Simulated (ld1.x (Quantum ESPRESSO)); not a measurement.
**Building the RRKJ potential for Sm (Z = 62) (LDA (PZ), scalar-relativistic).**

```json
{
  "Element": "samarium (Sm)",
  "Generator": "ld1.x (Quantum ESPRESSO) 7.5",
  "Type": "norm-conserving RRKJ (Kleinman–Bylander form)",
  "Functional": "LDA (PZ)",
  "Relativity": "scalar-relativistic",
  "Frozen core": "[Kr] 4d10",
  "Valence charge": "16",
  "Reference configuration": "4f6 5s2 5p6 5d0 6s1 6p0 (charge +1)",
  "Partial waves": "5s (bound): rc 1.90 bohr; 5p (bound): rc 2.00 bohr; 5d (bound, empty): rc 3.45 bohr; 4f (bound): rc 0.76 bohr",
  "Local potential": "all-electron potential smoothed inside 2.20 bohr (lloc = -1)",
  "Core correction": "none",
  "rho0": "0.02"
}
```

Occupied shells without a wave of their own: 6s. They enter only through the test configuration that unscreens the potential.

Poles of the logarithmic derivatives, all-electron (AE) and pseudo (PS). s: poles at 0.4 (AE) and 0.6 (PS) Ry. p: poles at -2.1, 1.3 (AE) and -2.1, 1.4 (PS) Ry. d: poles at -0.2, 2.9 (AE) and -0.2, 3.4 (PS) Ry. f: poles at -0.6, 1.7 (AE) and -0.6, 1.8 (PS) Ry. Test radius 3.73 bohr.

- Cutoffs needed: over 300 Ry and over 300 Ry (the cutoffs (Ry, on a coarse ladder) from which the occupation-weighted sum of valence levels, in a spherical-Bessel basis at the reference potential, stays within 10 and 1 mRy of its value at 400 Ry)
- Ghost test: no extra level below or beside the all-electron valence levels (s, p, d, f tested) (spherical-Bessel basis up to 400 Ry, 20 bohr box)
- Largest excitation error: -586 meV (all-electron minus pseudo) for 4f5 5s2 5p6 5d0 6s2 6p0, out of 7 test configurations
